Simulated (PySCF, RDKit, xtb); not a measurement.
Dimer: H2O (SMILES O) (first 3 atoms) with H2S (SMILES S); geometry from B3LYP-D3(BJ)/def2-TZVP.
(charge 0, multiplicity 1):
```xyz
6

O      0.06629     0.37067    -0.00445
H      0.92963     0.60300    -0.36284
H     -0.20268    -0.42895    -0.46928
S      0.01293     0.05389     3.47088
H     -0.01120     0.22814     2.13372
H     -0.89804     1.01665     3.68250
```

Interaction energies are E(AB) − E(A) − E(B) at the monomers' geometry in the complex; basis-set methods are counterpoise corrected. Rows marked so take none.

Rows in 3-21G carry no dispersion term and start afresh at each structure.

Run with PySCF for 3-21G rows; RDKit for the force fields; xtb for the GFN methods. 

Q: What is the computed interaction energy (HF/3-21G (no counterpoise))?

A: -266 meV

Q: What is the computed interaction energy (MMFF94)?

A: -117 meV

Q: What interaction energy does GFN2-xTB give?

A: -167 meV
